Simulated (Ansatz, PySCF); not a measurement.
Input for PySCF:
```python
from pyscf import gto, scf, mp

mol = gto.Mole()
mol.atom = '''
    C     0.776639   -0.108025   -0.026089
    C    -0.679178    0.098557    0.005015
    H     1.445869    0.690591    0.226322
    H     1.184905   -1.087008   -0.181906
    H    -1.085918   -0.072996    1.012042
    H    -0.938840    1.121188   -0.267949
    H    -1.190783   -0.594965   -0.662065
'''
mol.basis = 'cc-pvdz'
mol.charge = 0
mol.spin = 1
mol.verbose = 3
mol.build()

mf = scf.UHF(mol)
mf.kernel()

pt = mp.MP2(mf, frozen=2)
pt.kernel()
print('E(MP2) = %.10f' % pt.e_tot)
```

Problem. Give the equivalent Ansatz (a quantum-chemistry and plane-wave program) input.

Solution. One answer among several that fit: 
Ansatz 0.2 input:
```yaml
crystal:
  periodic: [false, false, false]
  atoms:
    - {symbol: C, position_ang: [0.77663934, -0.10802493, -0.02608915]}
    - {symbol: C, position_ang: [-0.67917820, 0.09855658, 0.00501522]}
    - {symbol: H, position_ang: [1.44586940, 0.69059131, 0.22632164]}
    - {symbol: H, position_ang: [1.18490479, -1.08700828, -0.18190609]}
    - {symbol: H, position_ang: [-1.08591799, -0.07299585, 1.01204191]}
    - {symbol: H, position_ang: [-0.93883967, 1.12118761, -0.26794879]}
    - {symbol: H, position_ang: [-1.19078337, -0.59496465, -0.66206507]}
basis:
  gaussian:
    orbitals: cc-pVDZ
magnetization: {spin_polarized: true, initial_magnetization: 1}
correlation: {method: mp2, electrons: outside_noble_gas}
accuracy: high
```

Both were run: PySCF gave -78.870823 Eh and Ansatz -78.870823 Eh, 0.000 mEh apart.
